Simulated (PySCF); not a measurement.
C3H8O2Si, SMILES CC(=O)C[SiH2]O.

Geometry: r2SCAN-D4/def2-SVP. The values are those of a single conformer.

Method: PBE/def2-TZVP run with PySCF.

```yaml
total_energy: -558.77483 hartree
highest_occupied_level: -6.11 eV
lowest_empty_level: -2.03 eV
orbital_gap: 4.08 eV
dipole_moment: 3.59 D
quadrupole, principal values (traceless, Buckingham form, about the centre of nuclear charge): -2.77, 0.16, 2.60 D·Å
mean_static_polarisability: 70.1 bohr³ (10.39 Å³)
polarisability_principal_values: 58.7, 68.4, 83.1 bohr³
```
